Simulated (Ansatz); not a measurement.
Hf4⁺, 4 atoms. Hardware: 4 threads of Arm Neoverse V2 on a shared host.

In the def2 sets Hf takes a core potential; there is no spin–orbit coupling. Correlated methods freeze no core orbitals; core or outer-core shells of Hf are correlated, in sets that lack core-valence functions.

Q: How many basis functions does each of these Ansatz runs have, and roughly what does it cost? PBE-D4/def2-TZVP, charge 1 doublet, energy, from earlier orbitals; B3LYP-D4/def2-TZVP, charge 1 doublet, energy, from earlier orbitals; PBE0-D4/def2-SVP, charge 1 quartet, relaxation, 3 steps; PBE0-D4/def2-SVP, charge 1 doublet, relaxation, 7 steps; PBE0-D4/def2-TZVP, charge 1 doublet, energy, from earlier orbitals; HSE06-D4/def2-TZVP, charge 1 doublet, energy, from earlier orbitals; r2SCAN0-D4/def2-TZVP, charge 1 doublet, energy, from earlier orbitals; r2SCAN-D4/def2-TZVP, charge 1 doublet, energy and forces, from earlier orbitals; BLYP-D4/def2-TZVP, charge 1 doublet, energy, from earlier orbitals; PBE-D4/def2-SVP, charge 1 doublet, energy, from earlier orbitals; MP2/def2-TZVP, charge 1 doublet, energy, from earlier orbitals; PBE0-D4/def2-SVP, charge 1 doublet, energy, from earlier orbitals.

A: Other jobs shared the machine, so times can vary by a factor of up to 3. A dash marks memory too small to be measured apart from the calling script's.

```
                                                                            run  functions  fitting or Cholesky vectors  wall time  peak host memory (GiB)
                 MP2/def2-TZVP, charge 1 doublet, energy, from earlier orbitals        160                         1448       15 s                       –
              PBE0-D4/def2-SVP, charge 1 doublet, energy, from earlier orbitals        128                         1388       20 s                    0.65
              PBE-D4/def2-TZVP, charge 1 doublet, energy, from earlier orbitals        160                         1380       20 s                       –
               PBE-D4/def2-SVP, charge 1 doublet, energy, from earlier orbitals        128                         1256       20 s                       –
             BLYP-D4/def2-TZVP, charge 1 doublet, energy, from earlier orbitals        160                         1380       21 s                       –
            HSE06-D4/def2-TZVP, charge 1 doublet, energy, from earlier orbitals        160                         1572       22 s                    0.86
            B3LYP-D4/def2-TZVP, charge 1 doublet, energy, from earlier orbitals        160                         1492       25 s                    0.81
                        PBE0-D4/def2-SVP, charge 1 quartet, relaxation, 3 steps        128                         1390       25 s                       –
             PBE0-D4/def2-TZVP, charge 1 doublet, energy, from earlier orbitals        160                         1572       30 s                    0.83
          r2SCAN0-D4/def2-TZVP, charge 1 doublet, energy, from earlier orbitals        160                         1572       54 s                    0.98
r2SCAN-D4/def2-TZVP, charge 1 doublet, energy and forces, from earlier orbitals        160                         1380       62 s                    0.67
                        PBE0-D4/def2-SVP, charge 1 doublet, relaxation, 7 steps        128                         1390       63 s                       –
```
